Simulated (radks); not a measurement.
Coulomb parameter of the 3d shell of the chromium ion Cr2+ in the model configuration [Ar] 3d3 4p1, as a second difference U = [E(n + 0.25) + E(n - 0.25) - 2 E(n)] / (0.25)^2 with all orbitals relaxed. "Bare": the charge of the atom changes with n. "Screened": the 4p shell takes up the change at fixed total charge, which measures U(3d,3d) + U(4p,4p) - 2 U(3d,4p). Calculated with a radial shooting solver on a logarithmic mesh with Libxc functionals: Dirac Kohn-Sham, LDA (Slater exchange, Perdew-Wang correlation), spin-unpolarised, spherical densities, finite nucleus; open shells are shared between the two j in proportion to 2j + 1; Fermi nuclear charge, rms radius 3.6452 fm.

case                 configuration  E - E(n) (eV)
start                 [Ar] 3d3 4p1          0.000
bare +0.25         [Ar] 3d3.25 4p1         -6.983
bare -0.25         [Ar] 3d2.75 4p1          7.989
screened +0.25  [Ar] 3d3.25 4p0.75         -3.320
screened -0.25  [Ar] 3d2.75 4p1.25          3.627

U(bare) = 16.106 eV, U(screened by 4p) = 4.923 eV.
